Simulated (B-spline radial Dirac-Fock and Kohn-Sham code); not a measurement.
## Two-hole binding energies of Cl⁷⁺

System: Cl⁷⁺, configuration [He] 2s2 2p6, inside a Watson sphere of charge -7 and radius 2.2 Å (a model of the Madelung potential; inside it an electron's potential energy is raised by 45.8 eV).

Input file task.json (cfg lists n, l and occupation; rrms is the nuclear radius in fm):

```json
{"items": [{
  "Z": 17,
  "q": 7,
  "cfg": [[1, 0, 2], [2, 0, 2], [2, 1, 6]],
  "A": 35,
  "rrms": 3.3654,
  "watson": [-7, 2.2],
  "do": ["binding", "quiet", "double"]
}]}
```

Run with: `python xray_run.py task.json out`

These are calculated numbers from a radial atomic solver; the model is relaxed Dirac-Fock hole states (ΔSCF) with Breit and QED corrections and a finite nucleus. U is the two-hole binding energy less the two single-hole energies, the effective repulsion of the holes after relaxation. Each two-hole energy is an average over J within one jj subconfiguration.

| holes | E(a) (eV) | E(b) (eV) | E(ab) (eV) | U (eV) |
| --- | --- | --- | --- | --- |
| 1s⁻² | 2934.0 | 2934.0 | 6115.5 | 247.6 |
| 1s⁻¹ 2p1/2⁻¹ | 2934.0 | 302.6 | ? | ? |
| 1s⁻¹ 2p3/2⁻¹ | 2934.0 | 300.9 | 3307.9 | 73.1 |
| 2s⁻² | 371.9 | 371.9 | 796.8 | 53.1 |
| 2s⁻¹ 2p1/2⁻¹ | 371.9 | 302.6 | 723.5 | 49.0 |
| 2s⁻¹ 2p3/2⁻¹ | 371.9 | 300.9 | 721.7 | 49.0 |
| 2p1/2⁻² | 302.6 | 302.6 | 663.7 | 58.5 |
| 2p1/2⁻¹ 2p3/2⁻¹ | 302.6 | 300.9 | 658.7 | 55.2 |
| 2p3/2⁻² | 300.9 | 300.9 | 658.0 | 56.1 |

**Question.** Give the missing two-hole energy and U.

**Answer.** E(ab) = 3310.1 eV and U = 73.6 eV.
